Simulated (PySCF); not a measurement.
## Unknown compound

Molecular formula: C$_{6}$H$_{2}$F$_{2}$O$_{2}$. Simulated spectra:

1H NMR (500 MHz, computed): δ 6.35 (t, J = 1.2 Hz, 1H), 3.27 (s, 1H).

13C{1H} NMR (computed): δ 172.3 (t, J = 9.2 Hz), 169.3, 127.1 (t, J = 366.5 Hz), 124.3 (t, J = 26.9 Hz), 97.3, 83.5.

Fast rotation and ring inversion assumed for equivalent nuclei, non-relativistic, one computed conformer, isolated molecule. σ from GIAO-PBE0/pcSseg-1; spin–spin couplings from B3LYP/pcJ-1 (spin–dipole term only in couplings to heteroatoms); structure optimised with GFN2-xTB; PySCF.

Scale: TMS for 1H (31.72 ppm), 13C (186.93 ppm) (reference shieldings calculated alike).

What is the structure?

Results:


- Rings plus π bonds: 5 (1 ring in the answer).
- 6 carbon signals for 6 carbons: no two carbons are equivalent.
- Carbon types of the structure: 4 × C, 2 × CH, which accounts for all hydrogens.
- δC 172.3: alkene carbon bearing oxygen; an sp2 carbon further deshielded by the attached heteroatom.
- δC 169.3: carbonyl carbon of an ynone.
- δC 127.1: allylic fully substituted sp3 carbon bonded to 2 F and O; 3 electronegative neighbours deshield it.
- δC 124.3: β carbon of a C=C–C=O unit.
- δC 97.3: terminal alkyne carbon; the triple bond shields along its axis, which puts it between sp3 and sp2 carbons.
- δC 83.5: alkyne carbon; sp carbons lie upfield of alkene carbons because the cylindrical π system leaves one tensor component strongly shielded.
- δH 6.35: hydrogen on a β carbon of a C=C–C=O unit; a vinylic proton, deshielded by the sp2 carbon and the C=C anisotropy.

The compound is SMILES C1(F)(F)C=C(C(C#C)=O)O1.

The data come from this structure; uniqueness wasn't tested.

C–F couplings over four or more bonds (about 3 Hz to the para carbon of a fluoroarene) are left out. Common functionals overestimate the size of one-bond C–F couplings by tens of Hz; these are unscaled. Splittings below 1 Hz are ignored in the labels, and close J values are merged. Shifts are as computed. Against solution values, carbons near 30 ppm lie about +3 ppm off and those near 130 ppm about +5 ppm. Of 1211 compounds with measured shifts, 218 miss one by over three times the rms of a fit or turn the order of signals round; such compounds aren't used in these exercises.
